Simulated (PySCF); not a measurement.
**Computed spin Hamiltonian**

Compound: C₄H₉SSi₂ (doublet state).
Cartesian coordinates in Å at the GFN2-xTB level; atoms count from 1:
```
atom  x, y, z in Å
C1    -3.5499    0.2888   -0.3716
Si2   -1.8884   -0.3038   -1.0728
C3    -0.5267    0.4757   -0.0953
C4     0.3873    1.0070    0.5113
Si5    1.6837    1.6813    1.5952
S6     3.2304    0.2293    1.9659
C7     3.3745   -0.5446    0.3245
H8    -3.6323    1.3716   -0.4115
H9    -4.3811   -0.1248   -0.9362
H10   -3.6720   -0.0119    0.6654
H11   -1.7548   -1.7610   -0.9437
H12   -1.7491    0.1114   -2.4762
H13    2.2356    2.9595    1.1799
H14    4.0299   -1.4011    0.4458
H15    2.3940   -0.8628   -0.0168
H16    3.8113    0.1619   -0.3751
```

The hyperfine couplings belong to this conformer and change with its torsions.

The species is `C[SiH2]C#C[SiH]SC` [radical].

Level of theory: UKS B3LYP, pcH-1 on C H S Si, non-relativistic, mean-field spin-orbit, GIAO (PySCF 2.14.0). One conformer (not necessarily the lowest) at the GFN2-xTB geometry, without solvent, vibrations or thermal averaging. The geometry wasn't refined by DFT: couplings that depend on bond lengths, twists or pyramidal angles can differ widely from those at the functional's own minimum, by a factor of two or more for some ions and for spin on atoms past the first row. The SCF solution wasn't tested for stability.

```
g1, g2, g3                      : 2.00202, 2.00369, 2.00651
g_iso                           : 2.00407
Form of g                       : rhombic: the two nearest values differ by 37 % of g3 − g1
⟨S²⟩                            : 0.7549 (exact 0.7500)
α and β electrons               : 39, 38
HOMO–LUMO gap, α and β orbitals : 4.65, 3.64 eV
```

Hyperfine couplings atom by atom, in 10⁻⁴ cm⁻¹; T1 to T3 are the principal values of the dipolar part; ρ(0) is the spin density at the nucleus (1 × 10⁻⁴ cm⁻¹ = 2.998 MHz):

| atom | isotope | a_iso | of which spin–orbit | T1 | T2 | T3 | Mulliken spin population | ρ(0) (bohr⁻³) |
| --- | --- | --- | --- | --- | --- | --- | --- | --- |
| C1 | 13C | 2.0 | 0.0 | -0.2 | -0.2 | 0.4 | 0.00 | 0.0054 |
| Si2 | 29Si | 2.4 | 0.0 | -0.1 | 0.0 | 0.2 | -0.01 | -0.0081 |
| C3 | 13C | 4.6 | 0.0 | -4.5 | -3.8 | 8.3 | 0.18 | 0.0123 |
| C4 | 13C | 1.2 | 0.0 | -3.2 | 0.0 | 3.2 | -0.11 | 0.0032 |
| Si5 | 29Si | -170.0 | 0.3 | -52.6 | 25.8 | 26.8 | 0.84 | 0.5745 |
| S6 | 33S | 11.5 | 0.0 | -2.3 | -1.8 | 4.2 | 0.02 | 0.1004 |
| C7 | 13C | 7.9 | 0.0 | -1.0 | -0.9 | 1.9 | 0.02 | 0.0209 |
| H8 | 1H | -0.1 | 0.0 | -0.3 | -0.1 | 0.4 | 0.00 | -0.0001 |
| H9 | 1H | 0.6 | 0.0 | -0.2 | -0.1 | 0.3 | 0.00 | 0.0004 |
| H10 | 1H | -0.1 | 0.0 | -0.3 | -0.1 | 0.4 | 0.00 | -0.0001 |
| H11 | 1H | 0.0 | 0.0 | -0.3 | -0.2 | 0.5 | 0.00 | 0.0000 |
| H12 | 1H | 2.9 | 0.0 | -0.3 | -0.2 | 0.5 | 0.00 | 0.0019 |
| H13 | 1H | 25.4 | 0.0 | -2.9 | 0.5 | 2.4 | 0.02 | 0.0170 |
| H14 | 1H | 4.2 | 0.0 | -0.7 | -0.2 | 0.8 | 0.01 | 0.0028 |
| H15 | 1H | 1.4 | 0.0 | -0.9 | -0.1 | 1.0 | 0.00 | 0.0010 |
| H16 | 1H | -0.3 | 0.0 | -0.8 | -0.1 | 0.9 | 0.00 | -0.0002 |

The Mulliken spin populations are largest on Si5 (+0.84), C3 (+0.18) and C4 (-0.11). The angles at Si5 add up to 338.3°, so it is pyramidal.

Under fast tumbling the dipolar parts average out, and these isotropic splittings remain: 1 × 1H (H13, I = 1/2, 2 lines) with 2.71 mT, 3 × 1H (H14/H15/H16, I = 1/2, 4 lines) with 0.19 mT and 2 × 1H (H11/H12, I = 1/2, 3 lines) with 0.16 mT.

Means are taken over nuclei equivalent by connectivity, which assumes that they swap fast. The three 1H nuclei of mean +5.4 MHz run from -0.8 to 12.7 MHz in the frozen geometry. The 1H value of +4.3 MHz is a mean of couplings from 0.1 to 8.6 MHz in this one geometry, not an average over conformers.

The 29Si coupling of Si5 (-509.7 MHz) shows only in satellite lines or after enrichment, since that isotope makes up about 4.7 % of natural silicon.

The 33S coupling of S6 (34.5 MHz) shows only in satellite lines or after enrichment, since that isotope makes up about 0.76 % of natural sulfur.

β density exceeds α density at some nuclei, such as Si2 (-0.0081), spin density in bohr⁻³. In a single determinant that takes different orbitals for the two spins, that is spin polarisation.
